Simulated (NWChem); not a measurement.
System: SbH$_{2}$O$_{2}$F; SMILES [OH][Sb]([OH])[F]

The following NWChem deck was run.

```
start job
memory heap 200 mb stack 900 mb global 1100 mb
geometry units angstroms noautosym nocenter noautoz
  Sb     0.078305    -0.085945     0.398188
  F      0.543022     1.661393    -0.315313
  O      0.891306    -1.141386    -1.045443
  H      0.523459    -0.938617    -1.916504
  O     -1.746147     0.064881    -0.333910
  H     -1.806079     0.841630    -0.908390
end
basis spherical
  Sb library def2-svpd
  F library def2-svpd
  O library def2-svpd
  H library def2-svpd
end
ecp
  Sb library def2-ecp
end
dft
  xc slater vwn_5
  iterations 150
end
property
  response 1 0.0
end
task dft property
```

Excerpt of the output:

```
             Northwest Computational Chemistry Package (NWChem) 7.3.0
             --------------------------------------------------------

                             Geometry "geometry" -> ""
                             -------------------------

 Output coordinates in angstroms (scale by  1.889725989 to convert to a.u.)

  No.       Tag          Charge          X              Y              Z
 ---- ---------------- ---------- -------------- -------------- --------------
    1 Sb                  51.0000     0.07830500    -0.08594500     0.39818800
    2 F                    9.0000     0.54302200     1.66139300    -0.31531300
    3 O                    8.0000     0.89130600    -1.14138600    -1.04544300
    4 H                    1.0000     0.52345900    -0.93861700    -1.91650400
    5 O                    8.0000    -1.74614700     0.06488100    -0.33391000
    6 H                    1.0000    -1.80607900     0.84163000    -0.90839000

 Effective nuclear repulsion energy (a.u.)     419.1478181133

                                 NWChem DFT Module
                                 -----------------

 Summary of "ao basis" -> "ao basis" (spherical)
 ------------------------------------------------------------------------------
       Tag                 Description            Shells   Functions and Types
 ---------------- ------------------------------  ------  ---------------------
 Sb                        def2-svpd                12       32   5s4p3d
 F                         def2-svpd                 9       23   4s3p2d
 O                         def2-svpd                 9       23   4s3p2d
 H                         def2-svpd                 4        8   2s2p

            General Information
            -------------------
          SCF calculation type: DFT
          Wavefunction type:  closed shell.
          No. of atoms     :     6
          No. of electrons :    50
           Alpha electrons :    25
            Beta electrons :    25
          Charge           :     0
          Spin multiplicity:     1
          Use of symmetry is: off; symmetry adaption is: off
          Maximum number of iterations: 150
          AO basis - number of functions:   117
                     number of shells:    47
          Convergence on energy requested:  1.00D-06
          Convergence on density requested:  1.00D-05
          Convergence on gradient requested:  5.00D-04

              XC Information
              --------------
                        Slater Exchange Functional  1.000 local
                      VWN V Correlation Functional  1.000 local

             Grid Information
             ----------------
          Grid used for XC integration:  medium
          Radial quadrature: Mura-Knowles
          Angular quadrature: Lebedev.
          Tag              B.-S. Rad. Rad. Pts. Rad. Cut. Ang. Pts.
          ---              ---------- --------- --------- ---------
          Sb                  1.45      123          10.0       590
          F                   0.50       49          11.0       434
          O                   0.60       49          11.0       434
          H                   0.35       45          11.0       434
          Grid pruning is: on
          Number of quadrature shells:   360
          Spatial weights used:  Erf1

      Superposition of Atomic Density Guess
      -------------------------------------

 Sum of atomic energies:        -527.29284062

      Non-variational initial energy
      ------------------------------

 Total energy =    -489.297748
 1-e energy   =   -1200.232159
 2-e energy   =     492.754639
 HOMO         =      -0.343581
 LUMO         =      -0.010258

   convergence    iter        energy       DeltaE   RMS-Dens  Diis-err
 ---------------- ----- ----------------- --------- --------- ---------
 d= 0,ls=0.0,diis     1   -489.3869909479 -7.08D+02  3.12D-02  1.79D+00
 d= 0,ls=0.0,diis     2   -488.5029618736  8.84D-01  1.80D-02  1.04D+01
 d= 0,ls=0.0,diis     3   -489.5736537696 -1.07D+00  2.51D-03  6.81D-02
 d= 0,ls=0.0,diis     4   -489.5760499706 -2.40D-03  1.60D-03  4.37D-02
 d= 0,ls=0.0,diis     5   -489.5789843479 -2.93D-03  6.61D-04  1.46D-02
  Resetting Diis
 d= 0,ls=0.0,diis     6   -489.5804617271 -1.48D-03  1.34D-04  1.22D-04
 d= 0,ls=0.0,diis     7   -489.5804647422 -3.02D-06  2.10D-04  1.17D-04
 d= 0,ls=0.0,diis     8   -489.5803719520  9.28D-05  1.56D-04  1.06D-03
 d= 0,ls=0.0,diis     9   -489.5804762495 -1.04D-04  6.14D-06  8.18D-07
 d= 0,ls=0.0,diis    10   -489.5804763225 -7.30D-08  2.21D-06  1.19D-07

         Total DFT energy =     -489.580476322517
      One electron energy =    -1201.838668174772
           Coulomb energy =      539.712483747119
    Exchange-Corr. energy =      -45.634063105675
 Nuclear repulsion energy =      218.179771210810

 Numeric. integr. density =       50.000016699562

                       DFT Final Molecular Orbital Analysis
                       ------------------------------------

 Vector   23  Occ=2.000000D+00  E=-3.044482D-01
              MO Center= -6.2D-01,  2.1D-02, -2.2D-01, r^2= 3.3D+00
   Bfn.  Coefficient  Atom+Function         Bfn.  Coefficient  Atom+Function
  ----- ------------  ---------------      ----- ------------  ---------------
    91      0.419967  5 O  px                94      0.287350  5 O  px
    61     -0.250329  3 O  py                 3     -0.228077  1 Sb s
     4     -0.212046  1 Sb s                 37     -0.185765  2 F  px
    14     -0.177885  1 Sb pz                39     -0.167707  2 F  pz
    64     -0.163387  3 O  py                93     -0.160516  5 O  pz

 Vector   24  Occ=2.000000D+00  E=-2.956576D-01
              MO Center=  4.8D-01, -7.4D-01, -7.1D-01, r^2= 2.5D+00
   Bfn.  Coefficient  Atom+Function         Bfn.  Coefficient  Atom+Function
  ----- ------------  ---------------      ----- ------------  ---------------
    61      0.447688  3 O  py                64      0.314501  3 O  py
    60      0.284675  3 O  px                63      0.190059  3 O  px
    91      0.186635  5 O  px                14     -0.160518  1 Sb pz
     4     -0.158880  1 Sb s                  3     -0.145400  1 Sb s
    39     -0.144918  2 F  pz                94      0.137610  5 O  px

 Vector   25  Occ=2.000000D+00  E=-2.774417D-01
              MO Center= -6.0D-01, -2.5D-01, -3.6D-01, r^2= 3.2D+00
   Bfn.  Coefficient  Atom+Function         Bfn.  Coefficient  Atom+Function
  ----- ------------  ---------------      ----- ------------  ---------------
    93      0.386237  5 O  pz                60     -0.319804  3 O  px
    96      0.270403  5 O  pz                92      0.268036  5 O  py
     4     -0.264759  1 Sb s                 63     -0.232603  3 O  px
     3     -0.217507  1 Sb s                 95      0.188085  5 O  py
    14     -0.167863  1 Sb pz                62      0.146562  3 O  pz

 Vector   26  Occ=0.000000D+00  E=-9.033774D-02
              MO Center=  1.2D-01, -2.0D-01,  5.4D-01, r^2= 3.4D+00
   Bfn.  Coefficient  Atom+Function         Bfn.  Coefficient  Atom+Function
  ----- ------------  ---------------      ----- ------------  ---------------
    13      0.460432  1 Sb py                16      0.433662  1 Sb py
    12      0.359192  1 Sb px                15      0.327910  1 Sb px
    38     -0.177359  2 F  py                29      0.165569  1 Sb d -1
    89      0.151530  5 O  s                 10     -0.149296  1 Sb py
    35     -0.148782  2 F  s                 39      0.147202  2 F  pz

 Vector   27  Occ=0.000000D+00  E=-7.236230D-02
              MO Center=  7.0D-02, -7.6D-02,  5.5D-01, r^2= 4.1D+00
   Bfn.  Coefficient  Atom+Function         Bfn.  Coefficient  Atom+Function
  ----- ------------  ---------------      ----- ------------  ---------------
    12      0.402648  1 Sb px                13     -0.324419  1 Sb py
    15      0.282403  1 Sb px                16     -0.281997  1 Sb py
    90     -0.269135  5 O  s                 58     -0.216462  3 O  s
    31     -0.212185  1 Sb d  1              59      0.203984  3 O  s
    29     -0.166794  1 Sb d -1              57     -0.160500  3 O  s

 Vector   28  Occ=0.000000D+00  E=-4.136839D-02
              MO Center= -2.3D-01,  3.3D-03, -4.4D-01, r^2= 5.7D+00
   Bfn.  Coefficient  Atom+Function         Bfn.  Coefficient  Atom+Function
  ----- ------------  ---------------      ----- ------------  ---------------
     4      0.973902  1 Sb s                 17     -0.529880  1 Sb pz
    36     -0.417003  2 F  s                 14     -0.387743  1 Sb pz
    68     -0.382852  3 O  pz                 3      0.319483  1 Sb s
    16      0.276522  1 Sb py                30     -0.273110  1 Sb d  0
    59      0.271963  3 O  s                 97     -0.253805  5 O  px

     Multipole analysis of the density
     ---------------------------------

     L   x y z        total         alpha         beta         nuclear
     -   - - -        -----         -----         ----         -------
     0   0 0 0      0.000000    -25.000000    -25.000000     50.000000

     1   1 0 0     -0.151839      1.278197      1.278197     -2.708232
     1   0 1 0     -0.105102     -4.084069     -4.084069      8.063036
     1   0 0 1      0.261612      7.254328      7.254328    -14.247043

[...]

 DFT Linear Response polarizability / au
 Frequency  =       0.0000000 / au
              X              Y              Z
 -----------------------------------------------
 X      51.3248569     -2.5536190     -0.2034256
 Y      -2.5536277     48.7450515      2.0125743
 Z      -0.2034355      2.0125471     48.3387191
 -----------------------------------------------
 Eigenvalues =      53.2332762     45.9716746     49.2036768
 Isotropic   =      49.4695425
 Anisotropic =       6.3013636
 -----------------------------------------------

 Magnetic Dipole Response Matrix (nonzero elements):

 Exiting AOResponse driver routine
```

Level: LDA (Slater exchange, VWN5)/def2-SVPD with def2 effective core potentials on Sb. The geometry was optimised at PBE0/def2-SVP. def2 effective core potentials on Sb; no spin-orbit coupling.
